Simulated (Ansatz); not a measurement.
Geometry optimisation, Ansatz, RKS PBE-D4/def2-SVP.

input.yaml

```yaml
crystal:
  periodic: [false, false, false]
  atoms:
    - { symbol: B, position_ang: [0.354628, 0.476695, -0.352451] }
    - { symbol: H, position_ang: [-0.294877, -0.19871, 1.856508] }
    - { symbol: Cl, position_ang: [1.712916, -0.662143, -0.325313] }
    - { symbol: H, position_ang: [-0.730781, 0.12932, -0.761208] }
    - { symbol: "N", position_ang: [0.566404, 1.856899, 0.106229] }
    - { symbol: H, position_ang: [1.488017, 2.113977, 0.468609] }
    - { symbol: C, position_ang: [-0.429374, 2.911066, 0.140812] }
    - { symbol: H, position_ang: [-1.30237, 2.626409, -0.479172] }
    - { symbol: H, position_ang: [-0.802188, 3.118042, 1.171] }
    - { symbol: H, position_ang: [-0.022634, 3.861678, -0.265939] }
    - { symbol: H, position_ang: [-0.226141, 0.513967, 1.758025] }
basis:
  gaussian: { orbitals: def2-SVP }
hamiltonian:
  xc: pbe
  dispersion: d4
relax:
  f_tol: 0.03
  max_steps: 50
```

Launched with:

```bash
$ ansatz run input.yaml --threads 2 --pin off --max-ram 3072MiB --backend cpu --events-out ev --progress --plain --runs-dir out
```

Task: Where does it end, and by what steps?

Result: It converged. The force dipped under the threshold on the way, but the program's further checks kept it going. After 25 steps the energy has fallen by 0.383 eV; H2 moved furthest, 1.37 Å.

```csv
step,energy less start (eV),largest force component (eV/Å),accepted
0,0.0000,2.325,yes
1,-0.2331,1.052,yes
2,-0.3102,0.297,yes
3,-0.3433,0.095,yes
4,-0.3409,0.287,no
5,-0.3488,0.088,yes
6,-0.3571,0.056,yes
7,-0.3617,0.169,yes
8,-0.3635,0.160,yes
9,-0.3653,0.179,yes
10,-0.3668,0.219,yes
11,-0.3692,0.152,yes
12,-0.3617,0.538,no
13,-0.3726,0.027,yes
14,-0.3748,0.106,yes
15,-0.3751,0.327,yes
16,-0.3778,0.166,yes
17,-0.3802,0.010,yes
18,-0.3816,0.056,yes
19,-0.3820,0.052,yes
20,-0.3823,0.035,yes
21,-0.3825,0.031,yes
22,-0.3826,0.031,yes
23,-0.3826,0.043,no
24,-0.3827,0.012,yes
25,-0.3828,0.006,yes
```

```xyz
11
Properties=species:S:1:pos:R:3
B 0.509 0.634 -0.893
H -0.552 0.437 3.041
Cl 1.857 -0.529 -0.939
H -0.426 0.492 -1.654
N 0.543 1.693 0.018
H 1.354 1.782 0.637
C -0.460 2.732 0.170
H -1.284 2.556 -0.546
H -0.892 2.741 1.195
H -0.042 3.743 -0.030
H -0.294 0.465 2.317
```

Run time: 21 s on 2 threads of Intel(R) Xeon(R) 6975P-C (Granite Rapids), on a shared host, peak memory 0.16 GiB.
